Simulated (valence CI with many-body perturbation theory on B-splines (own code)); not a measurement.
**Energy levels of Cr²⁺**

Computed by relativistic CI+MBPT: four valence electrons over a frozen Dirac-Fock core [Ar], radial functions for each j: 7 s, 7 p, 8 d, 6 f, 4 g, 1 h, with the one-electron correlation potential Σ1 (screened to all orders), the two-electron term Σ2, the three-electron term Σ3, Breit, model QED; selected single and double excitations, second order for the rest (own B-spline code, finite nucleus).

Against 67 measured levels this calculation errs by 1793 cm⁻¹ on average and by 4071 at most. These come from a selection out of Sugar and Corliss, J. Phys. Chem. Ref. Data 6, 317 (1977). Levels without a partner in it may be off by more, other configurations by 1,000 to 8,000 cm⁻¹. Among the levels kept, up to 440 cm⁻¹ of a level comes from second order outside the variational space, and about a tenth of that is noise between levels of different J, which matters for small intervals.

Levels 181 to 225 of 234, with energies above the lowest level, 3d⁴ ⁵D_0. "Leading %" is the weight of the configuration and term that name the level; weights of strongly mixed levels are sums over their largest components and can fall short. In the jj column 3d3/2^4 stands for four electrons in 3d with j = 3/2. Lifetimes count E1, E2, E3, M1 and M2 decay at the calculated energies, and are blank where another channel may lead or the interval is too uncertain; long ones can be off by a factor of two.

```csv
No.,Configuration,Term,J,E (cm⁻¹),Leading %,g,Lifetime,Leading jj
181,3d²4s²,¹D,2,146950,87,1.018,66.0 ns,3d3/2 3d5/2 4s^2 (37 %)
182,3d³4p,³P°,2,148344,96,1.498,1.07 ns,3d3/2^2 3d5/2 4p3/2 (26 %)
183,3d³4p,³P°,1,148657,97,1.497,1.06 ns,3d3/2 3d5/2^2 4p3/2 (54 %)
184,3d³4p,¹F°,3,148727,94,1.002,861 ps,3d3/2 3d5/2^2 4p3/2 (48 %)
185,3d²4s²,³P,0,148731,88,,12.7 ns,3d3/2^2 4s^2 (55 %)
186,3d³4d,⁵H,3,148795,96,0.501,711 ps,3d3/2^2 3d5/2 4d3/2 (35 %)
187,3d³4p,³P°,0,148802,97,,1.06 ns,3d3/2 3d5/2^2 4p3/2 (87 %)
188,3d²4s²,³P,1,148920,85,1.534,7.74 ns,3d3/2 3d5/2 4s^2 (85 %)
189,3d³4d,⁵H,4,148960,95,0.902,714 ps,3d3/2^2 3d5/2 4d3/2 (45 %)
190,3d³4d,⁵P,1,149063,92,2.462,806 ps,3d3/2^2 3d5/2 4d5/2 (39 %)
191,3d³4d,⁵H,5,149165,95,1.102,717 ps,3d3/2^2 3d5/2 4d5/2 (39 %)
192,3d²4s²,³P,2,149267,54,1.600,1.88 ns,3d5/2^2 4s^2 (35 %)
193,3d³4d,⁵P,2,149341,61,1.704,1.19 ns,3d5/2^2 4s^2 (20 %)
194,3d³4d,⁵H,6,149410,95,1.215,720 ps,3d3/2 3d5/2^2 4d5/2 (58 %)
195,3d³4d,⁵F,1,149505,71,0.131,764 ps,3d3/2^2 3d5/2 4d3/2 (40 %)
196,3d³4d,⁵F,2,149635,77,0.942,757 ps,3d3/2^2 3d5/2 4d3/2 (32 %)
197,3d³4d,⁵P,3,149676,92,1.653,768 ps,3d3/2 3d5/2^2 4d3/2 (37 %)
198,3d³4d,⁵H,7,149700,96,1.286,723 ps,3d3/2 3d5/2^2 4d5/2 (44 %)
199,3d³4d,⁵F,3,149779,75,1.183,754 ps,3d3/2^2 3d5/2 4d5/2 (32 %)
200,3d³4d,³D,1,149859,71,0.375,810 ps,3d3/2^2 3d5/2 4d5/2 (52 %)
201,3d³4d,⁵G,2,149937,83,0.440,751 ps,3d3/2^2 3d5/2 4d3/2 (48 %)
202,3d³4d,⁵F,4,149961,71,1.298,756 ps,3d3/2^2 3d5/2 4d5/2 (44 %)
203,3d³4d,³D,2,150056,79,1.128,814 ps,3d3/2 3d5/2^2 4d5/2 (50 %)
204,3d³4d,⁵G,3,150125,76,0.986,746 ps,3d3/2 3d5/2^2 4d3/2 (43 %)
205,3d³4d,⁵F,5,150213,70,1.364,758 ps,3d3/2 3d5/2^2 4d5/2 (54 %)
206,3d³4d,⁵G,4,150330,71,1.200,747 ps,3d3/2 3d5/2^2 4d3/2 (46 %)
207,3d³4d,³D,3,150391,90,1.342,819 ps,3d3/2 3d5/2^2 4d5/2 (34 %)
208,3d³4d,⁵G,5,150544,70,1.301,750 ps,3d3/2 3d5/2^2 4d3/2 (25 %)
209,3d³4d,⁵G,6,150706,95,1.333,754 ps,3d3/2 3d5/2^2 4d5/2 (39 %)
210,3d³5s,⁵F,1,152651,97,-0.002,876 ps,3d3/2^2 3d5/2 5s (35 %)
211,3d³5s,⁵F,2,152795,96,0.998,876 ps,3d3/2^2 3d5/2 5s (55 %)
212,3d³4d,³P,0,152840,93,,808 ps,3d3/2^2 3d5/2 4d3/2 (30 %)
213,3d³4d,³H,4,152894,95,0.804,779 ps,3d3/2^2 3d5/2 4d5/2 (36 %)
214,3d³5s,⁵F,3,152993,96,1.249,875 ps,3d3/2^2 3d5/2 5s (59 %)
215,3d³4d,³P,1,153060,93,1.499,809 ps,3d3/2 3d5/2^2 4d5/2 (32 %)
216,3d³4d,³H,5,153216,95,1.036,778 ps,3d3/2 3d5/2^2 4d5/2 (29 %)
217,3d³5s,⁵F,4,153254,96,1.350,875 ps,3d3/2 3d5/2^2 5s (73 %)
218,3d³4d,³G,3,153360,94,0.757,801 ps,3d3/2^2 3d5/2 4d5/2 (39 %)
219,3d³4d,³P,2,153477,93,1.499,810 ps,3d3/2 3d5/2^2 4d5/2 (32 %)
220,3d³5s,⁵F,5,153576,97,1.400,875 ps,3d3/2 3d5/2^2 5s (44 %)
221,3d³4d,³H,6,153597,96,1.167,777 ps,3d3/2 3d5/2^2 4d3/2 (27 %)
222,3d³4d,³G,4,153664,92,1.052,800 ps,3d3/2 3d5/2^2 4d5/2 (43 %)
223,3d³4p,¹P°,1,153690,96,0.999,806 ps,3d3/2^2 3d5/2 4p3/2 (34 %)
224,3d³4d,³F,2,153952,87,0.668,813 ps,3d3/2 3d5/2^2 4d5/2 (30 %)
225,3d³4d,³G,5,154038,94,1.198,800 ps,3d5/2^3 4d5/2 (29 %)
```

Names give the largest LS component (configuration and term), which can be under half, so a name can repeat, a term be missing and a line seem to break the LS rules; names also repeat where a configuration has a term twice.

Where two levels of one J and parity lie close, their mixing, g and order are uncertain.
